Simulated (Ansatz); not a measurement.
A series at In: from `[Br][In]([Br])[Br]`, ligands are replaced one by one, each step taking up HCl and setting free HBr; n counts the steps. Ansatz, PBE0-D4/def2-TZVP geometries.

CBS adds triple-zeta CCSD(T) − MP2 to the MP2 limit, frozen cores; atoms without spin–orbit coupling. Elements past krypton have def2 core potentials. Outer-core shells of Br, In are correlated without core-valence functions. Scalar relativity is left out up to krypton. Spin–orbit coupling is left out.

```tsv
n	molecule	atomization energy, CCSD(T)/CBS (kJ/mol)
0	`[Br][In]([Br])[Br]`	918.3
1	`[Cl][In]([Br])[Br]`	?
2	`[Cl][In]([Cl])[Br]`	976.1
3	`[Cl][In]([Cl])[Cl]`	1004.8
```

Q: By hand: fit a straight line y = ȳ + b (n − n̄) to the 3 given rows and predict n = 1.

A: n̄ = 1.667, ȳ = 966.40; Σ(n − n̄)(y − ȳ) = 134.60, Σ(n − n̄)² = 4.667, so b = 28.84 kJ/mol a step. Prediction: 966.40 + (28.84) × (-0.667) = 947.2 kJ/mol.

Q: By hand: compare with the computed value, 947.2 kJ/mol, and give the steps along the whole series.

A: The line misses by 0.0 kJ/mol (computed minus predicted). Steps: 28.9, 28.9, 28.7 kJ/mol.

The steps differ by at most 0.2 kJ/mol, 0.7 % of a mean step, so the ligands' effects nearly add and a line is close. The miss is 0.0 % of the series' range. The energies themselves are unsure by some kJ/mol a bond, though much of that is common to the series.
